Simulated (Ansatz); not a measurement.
C4H10Si can be A, `[SiH3]C1CCC1`, or B, `C[Si]1(C)CC1`.

Program: Ansatz. Geometries: PBE0-D4/def2-TZVP. ΔE: electronic, gas phase. CCSD(T)/CBS adds triple-zeta CCSD(T) − MP2 to the extrapolated MP2 energy (def2 sets, frozen cores). Functionals use def2-TZVPP. B3LYP here is the variant with VWN-RPA as its local correlation; programs differ in this.

A:

```xyz
15

Si    1.109   -1.257   -0.948
C    -0.180   -0.693    0.288
C     0.280    0.479    1.195
C    -0.471    1.450    0.266
C    -1.256    0.255   -0.305
H     2.235   -1.944   -0.258
H     0.513   -2.194   -1.940
H     1.660   -0.085   -1.685
H    -0.565   -1.571    0.813
H    -0.182    0.422    2.184
H     1.352    0.639    1.330
H    -1.043    2.254    0.731
H     0.195    1.887   -0.481
H    -2.220    0.125    0.194
H    -1.427    0.234   -1.384
```

B:

```xyz
15

C    -0.352    1.191    1.503
Si    0.069   -0.003    0.135
C     1.408   -1.231    0.553
C    -0.154    0.522   -1.616
C    -1.232   -0.470   -1.082
H     0.518    1.788    1.788
H    -1.141    1.874    1.179
H    -0.704    0.663    2.393
H     1.123   -1.849    1.408
H     2.344   -0.724    0.801
H     1.594   -1.891   -0.297
H     0.499    0.134   -2.392
H    -0.510    1.522   -1.847
H    -2.236   -0.069   -0.991
H    -1.228   -1.457   -1.535
```

Q: Which isomer does CCSD(T)/CBS put lower? Give the gap. (An estimate is asked.)

A: Computed: B, by 70.3 kJ/mol.

Q: Give E(B) − E(A) in kJ/mol with B3LYP, ωB97M-V, r2SCAN-D4, LDA (SPW92), CCSD(T)/def2-TZVPP, PBE0-D4, HF/def2-TZVPP. (An estimate is asked.)

A: Ansatz gave: B3LYP -78.3, ωB97M-V -74.8, r2SCAN-D4 -87.4, LDA (SPW92) -73.4, CCSD(T)/def2-TZVPP -65.4, PBE0-D4 -74.3, HF/def2-TZVPP -53.5. None reverses the order clearly.

Q: Does the order hold for the free energy at 298.15 K (harmonic terms from PBE0-D4)? (Best estimate.)

A: Computed: Yes: G(B) − G(A) = -67.5 kJ/mol.

Largest T1 diagnostic: 0.010.

Leaving LDA and LC-ωPBE aside and taking each functional with its dispersion term where it has one, the values, not all of them listed here, spread over 22.6 kJ/mol, from r2SCAN-D4 to ωB97X-V. LDA lies +8.1 kJ/mol from PBE without D4. In def2-TZVPP, CCSD(T) changes the Hartree–Fock value by −11.9 kJ/mol (the triples alone add −2.0 kJ/mol) and MP2 by −17.8 kJ/mol.
